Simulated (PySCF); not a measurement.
Compound: C7H4FNO.
Atom-mapped SMILES: `[F:1][c:2]1[cH:3][cH:4][cH:5][c:6]2[o:7][n:8][cH:9][c:10]12` (hydrogens: H11 on C3; H12 on C4; H13 on C5; H14 on C9)

The geometry is computed with GFN2-xTB (gas phase).

Q: Give the optimised bond lengths and angles.

A: 
```csv
bond,length (pm),order
F1–C2,134.3,single
C2–C3,137.5,aromatic
C3–C4,139.8,aromatic
C4–C5,137.8,aromatic
C5–C6,138.9,aromatic
C6–O7,134.4,aromatic
O7–N8,136.3,aromatic
N8–C9,129.3,aromatic
C9–C10,142.6,aromatic
C2–C10,139.4,aromatic
C6–C10,141.1,aromatic
C3–H11,107.8,single
C4–H12,107.9,single
C5–H13,107.7,single
C9–H14,107.1,single
```

Orders are formal, as drawn. A selection of angles:
```csv
angle,degrees
F1–C2–C3,120.4
F1–C2–C10,120.1
C3–C2–C10,119.5
C2–C3–C4,120.3
C3–C4–C5,122.2
C4–C5–C6,116.8
C5–C6–O7,128.8
C5–C6–C10,122.5
O7–C6–C10,108.8
C6–O7–N8,108.8
O7–N8–C9,109.0
N8–C9–C10,110.6
C2–C10–C9,138.4
C2–C10–C6,118.7
C6–C10–C9,102.9
```

O7 (ring oxygen) is bent (angle 108.8°). The 5-membered ring C6–O7–N8–C9–C10 has internal angles of 102.9° to 110.6°; it is planar, 0.00 Å rms from its mean plane, widest ring torsion 0°. The C–C distances run from 1.375 Å (C2–C3, aromatic) to 1.426 Å (C9–C10, aromatic), a spread of 0.051 Å. The 6-membered ring C2–C3–C4–C5–C6–C10 has internal angles of 116.8° to 122.5°; it is planar, 0.00 Å rms from its mean plane, widest ring torsion 0°. The 10 heavy atoms lie in one plane (0.000 Å rms).

Point group: Cs (tolerance 0.08 Å). Whether it is a minimum is left open (no frequencies).
